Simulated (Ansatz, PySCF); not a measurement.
Gas-phase reaction R1 → P1 + P2, each structure at its B3LYP-D3(BJ)/def2-TZVP stationary point, reached from a drawn start (curvature not checked).
R1: F3NbO (SMILES [O]=[Nb]([F])([F])[F]), charge 0, multiplicity 1.
P1, F2NbO (SMILES [O]=[Nb]([F])[F]) (charge 0, multiplicity 2, Z-matrix in Å and degrees):
```
Nb
O 1 1.6988
F 1 1.8877 2 114.24
F 1 1.8877 2 114.24 3 -160.72
```
P2: F atom, charge 0, multiplicity 2.

```tsv
level	reaction energy (kcal/mol)	cost
HF/def2-SVP	94.22	-
HF/def2-QZVPP	97.63	-
PBE/def2-TZVPP	152.42	×1
BLYP/def2-TZVPP	148.51	×1
r2SCAN/def2-TZVPP	148.56	×1
B3LYP/def2-TZVPP	143.57	×1
PBE0/def2-TZVPP	143.08	×1
BHLYP/def2-TZVPP	132.15	×1
M06-2X/def2-TZVPP	164.42	-
CAM-B3LYP/def2-TZVPP	145.20	×1
wB97X-V/def2-TZVPP	146.80	×4
wB97M-V/def2-TZVPP	145.45	×4
B2PLYP/def2-TZVPP	145.66	×2
MP2/def2-QZVPP	156.56	-
SCS-MP2/def2-QZVPP	152.67	-
CCSD/def2-SVP	133.85	-
CCSD/def2-TZVPP	137.65	-
CCSD/def2-QZVPP	139.39	-
CCSD(T)/def2-SVP	137.27	×3
CCSD(T)/def2-QZVPP	144.26	×700*
```

P less R. No zero-point or thermal terms; singlets are restricted closed shells; open shells are unrestricted; no spin–orbit coupling. The spin states of the d-block species are the ones drawn and need not be the lowest.

Frozen-core correlation throughout.

Codes used: Ansatz (Gaussian basis) for Hartree–Fock, density functionals and correlated methods; PySCF for M06-2X. All values are computed, each at the level named. Elements past Kr take the def2 small-core potentials, without spin–orbit coupling.

Costs are rough ratios of core time to PBE/def2-TZVPP (about 9 s over the structures, on one shared machine); a dash marks a level with no comparable run of its own. A star marks coupled-cluster runs past 200 virtual orbitals, where the program's memory plan changes under this machine's limit, so their costs aren't comparable with smaller runs.

Ansatz is an electronic-structure program.
